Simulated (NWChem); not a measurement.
System: CH₄O₄Si; SMILES O=C(O)[SiH](O)O

The following NWChem deck was run.

```
start job
memory heap 200 mb stack 900 mb global 1100 mb
geometry units angstroms noautosym nocenter noautoz
  O     -1.094440     1.407966     0.632722
  C     -0.102600     1.058665     0.034458
  O      0.869521     1.903719    -0.306536
  Si     0.102008    -0.790893    -0.434795
  O     -1.417005    -1.386783    -0.188282
  O      1.250693    -1.353625     0.614633
  H      0.613927     2.784229     0.022157
  H      0.487956    -1.050439    -1.843518
  H     -1.933393    -0.807128     0.389855
  H      1.539538    -2.266087     0.520667
end
basis spherical
  * library 6-311g**
end
dft
  xc b3lyp
  iterations 150
end
property
  shielding
end
task dft property
```

Excerpt of the output:

```
             Northwest Computational Chemistry Package (NWChem) 7.3.0
             --------------------------------------------------------

                             Geometry "geometry" -> ""
                             -------------------------

 Output coordinates in angstroms (scale by  1.889725989 to convert to a.u.)

  No.       Tag          Charge          X              Y              Z
 ---- ---------------- ---------- -------------- -------------- --------------
    1 O                    8.0000    -1.09444000     1.40796600     0.63272200
    2 C                    6.0000    -0.10260000     1.05866500     0.03445800
    3 O                    8.0000     0.86952100     1.90371900    -0.30653600
    4 Si                  14.0000     0.10200800    -0.79089300    -0.43479500
    5 O                    8.0000    -1.41700500    -1.38678300    -0.18828200
    6 O                    8.0000     1.25069300    -1.35362500     0.61463300
    7 H                    1.0000     0.61392700     2.78422900     0.02215700
    8 H                    1.0000     0.48795600    -1.05043900    -1.84351800
    9 H                    1.0000    -1.93339300    -0.80712800     0.38985500
   10 H                    1.0000     1.53953800    -2.26608700     0.52066700

 Effective nuclear repulsion energy (a.u.)     311.9127303348

                              NWChem Property Module
                              ----------------------

  itol2e modified to match energy
  convergence criterion.

                                 NWChem DFT Module
                                 -----------------

 Summary of "ao basis" -> "ao basis" (spherical)
 ------------------------------------------------------------------------------
       Tag                 Description            Shells   Functions and Types
 ---------------- ------------------------------  ------  ---------------------
 O                          6-311g**                 8       18   4s3p1d
 C                          6-311g**                 8       18   4s3p1d
 Si                         6-311g**                12       26   6s5p1d
 H                          6-311g**                 4        6   3s1p

  itol2e modified to match energy
  convergence criterion.

            General Information
            -------------------
          SCF calculation type: DFT
          Wavefunction type:  closed shell.
          No. of atoms     :    10
          No. of electrons :    56
           Alpha electrons :    28
            Beta electrons :    28
          Charge           :     0
          Spin multiplicity:     1
          Use of symmetry is: off; symmetry adaption is: off
          Maximum number of iterations: 150
          AO basis - number of functions:   140
                     number of shells:    68
          Convergence on energy requested:  1.00D-07
          Convergence on density requested:  1.00D-05
          Convergence on gradient requested:  5.00D-04

              XC Information
              --------------
                         B3LYP Method XC Potential
                     Hartree-Fock (Exact) Exchange  0.200
                        Slater Exchange Functional  0.800 local
                    Becke 1988 Exchange Functional  0.720 non-local
              Lee-Yang-Parr Correlation Functional  0.810
                  VWN I RPA Correlation Functional  0.190 local

             Grid Information
             ----------------
          Grid used for XC integration:  fine
          Radial quadrature: Mura-Knowles
          Angular quadrature: Lebedev.
          Tag              B.-S. Rad. Rad. Pts. Rad. Cut. Ang. Pts.
          ---              ---------- --------- --------- ---------
          O                   0.60       70          12.0       590
          C                   0.70       70          11.0       590
          Si                  1.10      123          11.0       770
          H                   0.35       60          13.0       590
          Grid pruning is: on
          Number of quadrature shells:   713
          Spatial weights used:  Erf1

[...]

          -----------------------------------------
          Chemical Shielding Tensors (GIAO, in ppm)
          -----------------------------------------

                                NWChem CPHF Module
                                ------------------

  scftype          =     RHF
  nclosed          =       28
  nopen            =        0
  variables        =     3136
  # of vectors     =        3
  tolerance        = 0.10D-03
  level shift      = 0.00D+00
  max iterations   =       50
  max subspace     =       30

 SCF residual:    8.3738795321620766E-005

Iterative solution of linear equations
  No. of variables     3136
  No. of equations        3
  Maximum subspace       30
        Iterations       50
       Convergence  1.0D-04

   iter   nsub   residual    time
   ----  ------  --------  ---------
     1      3    5.00D-01      74.3
     2      6    7.71D-02      80.3
     3      9    6.11D-02      86.4
     4     12    2.90D-03      92.5
     5     15    6.66D-04      98.6
     6     18    8.37D-05     104.7

      Atom:    1  O
        Diamagnetic
    409.2394     -5.6759    -11.6725
     -5.6759    391.5961      3.3689
    -11.6725      3.3689    395.5242

        Paramagnetic
   -710.9811   -108.9939    268.0198
   -108.9939   -643.7741    -51.9976
    268.0198    -51.9976   -275.1849

        Total Shielding Tensor
   -301.7416   -114.6698    256.3473
   -114.6698   -252.1780    -48.6286
    256.3473    -48.6286    120.3393

           isotropic =    -144.5268
          anisotropy =    -470.5878

          Principal Components and Axis System
                 1           2           3
             -458.2520    258.5876   -233.9160

      1         0.8525      0.4397     -0.2828
      2         0.3930     -0.1824      0.9012
      3        -0.3447      0.8794      0.3283

      Atom:    2  C
        Diamagnetic
    263.8396      3.0646    -11.3323
      3.0646    261.2175      2.1493
    -11.3323      2.1493    246.4814

        Paramagnetic
   -259.6161    -60.1245     41.7918
    -60.1245   -326.2979     -2.5716
     41.7918     -2.5716   -182.3993

        Total Shielding Tensor
      4.2234    -57.0599     30.4595
    -57.0599    -65.0805     -0.4223
     30.4595     -0.4223     64.0822

           isotropic =       1.0750
          anisotropy =    -149.4156

          Principal Components and Axis System
                 1           2           3
              -98.5354     81.2166     20.5439

      1         0.5041      0.4794      0.7183
      2         0.8587     -0.1895     -0.4762
      3        -0.0922      0.8569     -0.5072

      Atom:    3  O
        Diamagnetic
    385.9526      9.3435     -6.6984
      9.3435    404.1261      2.3479
     -6.6984      2.3479    373.8534

        Paramagnetic
   -272.7589    122.9118     56.1859
    122.9118   -308.6071    -80.8477
     56.1859    -80.8477   -262.5797

        Total Shielding Tensor
    113.1937    132.2554     49.4875
    132.2554     95.5191    -78.4997
     49.4875    -78.4997    111.2737

           isotropic =     106.6622
          anisotropy =     200.0560

          Principal Components and Axis System
                 1           2           3
              240.0328    153.3609    -73.4072

      1         0.6768      0.4355     -0.5935
      2         0.7149     -0.1964      0.6711
      3        -0.1757      0.8785      0.4443

      Atom:    4  Si
        Diamagnetic
    880.2993     -0.5514      1.5065
     -0.5514    882.4814      0.6021
      1.5065      0.6021    874.8215

        Paramagnetic
   -464.7817     16.3581      0.6530
     16.3581   -528.3736    -29.7316
      0.6530    -29.7316   -483.5267

        Total Shielding Tensor
    415.5175     15.8068      2.1596
     15.8068    354.1078    -29.1295
      2.1596    -29.1295    391.2948

           isotropic =     386.9734
          anisotropy =      50.4989

          Principal Components and Axis System
                 1           2           3
              420.6393    404.9226    335.3583

      1         0.9075      0.3778     -0.1837
      2         0.3296     -0.3692      0.8689
      3        -0.2604      0.8491      0.4596

      Atom:    5  O
        Diamagnetic
    404.8154      3.2192    -10.0368
      3.2192    386.1175      5.3531
    -10.0368      5.3531    380.5357

        Paramagnetic
   -108.3130      7.4939     20.3819
      7.4939   -134.1555    -43.9699
     20.3819    -43.9699   -121.1312

        Total Shielding Tensor
    296.5024     10.7131     10.3451
     10.7131    251.9620    -38.6168
     10.3451    -38.6168    259.4045

           isotropic =     269.2896
          anisotropy =      44.9206

          Principal Components and Axis System
                 1           2           3
              299.2367    294.4368    214.1953

      1         0.9797     -0.0920     -0.1780
      2         0.0681     -0.6825      0.7277
      3         0.1884      0.7251      0.6624

      Atom:    6  O
        Diamagnetic
    390.3585    -13.2914     12.4181
    -13.2914    398.6657     -6.0340
     12.4181     -6.0340    384.5170

        Paramagnetic
   -102.1330     28.1801     -0.9408
     28.1801   -158.7946    -23.5914
     -0.9408    -23.5914   -102.4887

        Total Shielding Tensor
    288.2255     14.8886     11.4773
     14.8886    239.8711    -29.6254
     11.4773    -29.6254    282.0282

           isotropic =     270.0416
          anisotropy =      43.6123

          Principal Components and Axis System
                 1           2           3
              299.1165    291.4117    219.5967

      1         0.4689      0.8439     -0.2607
      2        -0.2979      0.4290      0.8528
      3         0.8315     -0.3222      0.4526

      Atom:    7  H
        Diamagnetic
     24.1645     -0.3815     -2.7241
     -0.3815     43.3430      5.3549
     -2.7241      5.3549     21.8161

[...]
```

Level: B3LYP/6-311G** (spherical d), GIAO. Structure relaxed at the PBE0/def2-SVP level. B3LYP is NWChem's, with the RPA form of VWN correlation. The printed shielding anisotropy is the first printed principal value minus the mean of the other two.
